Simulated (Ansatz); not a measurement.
```yaml
crystal:
  periodic: [false, false, false]
  atoms:
    - {symbol: N, position_ang: [-0.608189, 0.070322, -0.319543]}
    - {symbol: Ge, position_ang: [0.387306, -0.062638, 0.220976]}
    - {symbol: O, position_ang: [0.570496, -1.087921, 0.472748]}
    - {symbol: H, position_ang: [-0.719742, -0.083124, -1.061278]}
    - {symbol: H, position_ang: [-1.084109, 0.559840, -0.239628]}
    - {symbol: H, position_ang: [0.270403, 0.528721, 0.987241]}
    - {symbol: H, position_ang: [1.282971, 0.115213, -0.273781]}
basis:
  gaussian: {orbitals: ANO-RCC-VTZP}
total_charge: 1
hamiltonian: {xc: {name: PBEsol}, dispersion: d3bj}
output: {forces: true}
```

```sh
$ ansatz run in.yaml --threads 4 --pin off --events-out ev --progress --plain --max-ram 10444MiB
```

Shortened log:

```
Functional definition: PBEsol
1132 factors; their error is unknown
mean field evaluation 1: about -60523.5464 eV, gradient 1.8e2 eV
mean field evaluation 2: about -60308.1855 eV, gradient 3.4e2 eV
mean field evaluation 4: about -60555.6108 eV, gradient 9.1e1 eV
mean field evaluation 8: about -60568.6450 eV, gradient 7.6e0 eV
mean field evaluation 16: about -60568.7786 eV, gradient 5.8e-2 eV
mean field -60568.77863562 eV, -2225.8615598662 hartree, gradient 5.3e-5 eV, S^2 0.000000; 1 other end points of the search recorded, 0 dependent functions left out
reference -60568.77869916 eV, -2225.8615622016 hartree; 25, 25 occupied and 134, 134 virtual orbitals, 1132 factors
Total energy: -60568.81803896 eV, -2225.8630079125 hartree
Relativity: scalar
Atom 0 at    -0.608189     0.070322    -0.319543 Å, force   -63.175648    -9.244693   -37.095803 eV/Å
Atom 1 at     0.387306    -0.062638     0.220976 Å, force    49.970810   101.952145     3.726741 eV/Å
Atom 2 at     0.570496    -1.087921     0.472748 Å, force    28.352983  -149.277094    33.778059 eV/Å
Atom 3 at    -0.719742    -0.083124    -1.061278 Å, force    -4.963990    -7.843591   -24.905774 eV/Å
Atom 4 at    -1.084109     0.559840    -0.239628 Å, force   -32.527737    32.100483     5.987017 eV/Å
Atom 5 at     0.270403     0.528721     0.987241 Å, force    -3.004036    26.795846    30.286076 eV/Å
Atom 6 at     1.282971     0.115213    -0.273781 Å, force    25.347617     5.516906   -11.776316 eV/Å
Dipole moment:    -0.254529     0.453275    -0.357280 e Å
```

(1) What is wrong with this run?

## Answers

(1) The geometry is squeezed to about two thirds of its size. Self-consistency was reached. The result belongs to that input, not to the molecule as meant.
